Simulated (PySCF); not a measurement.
## How methods differ on the ionisation energy of Cs³⁵⁺

Cs³⁵⁺ [Ar] 3d2 [3d3/2^2, M_J = 2] → Cs³⁶⁺ [Ar] 3d1 [3d3/2^1, M_J = 3/2], as a difference of total energies. All numbers are calculated (PySCF 2.14, the two-component X2C-1e Hamiltonian, in an uncontracted even-tempered set (16 s from 6.6 bohr⁻², ratio 2.8; 12 p from 8.6 bohr⁻², ratio 2.8; 8 d from 8.6 bohr⁻², ratio 2.8; 3 f from 27 bohr⁻², ratio 3)). Correlated levels: [Ne] frozen; the 74 highest virtual spinors dropped. "Screened" scales the spin-orbit matrix elements by Boettger's factors to mimic the two-electron term; Breit and QED terms are absent.

```tsv
method	ionisation energy (eV)
GHF (spin-free)	2321.2
GMP2 (spin-free)	2320.9
GHF (screened spin-orbit)	2329.2
GMP2 (screened spin-orbit)	2329.0
```

Breit and QED terms and the two-electron picture change are absent.

The spin-free rows relax to the high-spin LS determinant and lack the spin-orbit shift.

The labels give the starting determinants; with spin-orbit coupling the two ends relaxed to ⟨J²⟩ = 6.07, ⟨L²⟩ = 10.49, ⟨S²⟩ = 1.58 and ⟨J²⟩ = 3.75, ⟨L²⟩ = 6.02, ⟨S²⟩ = 0.77.

For comparison: 2329 ± 5 eV (theoretical estimate listed by NIST; NIST Atomic Spectra Database, ionization energies).
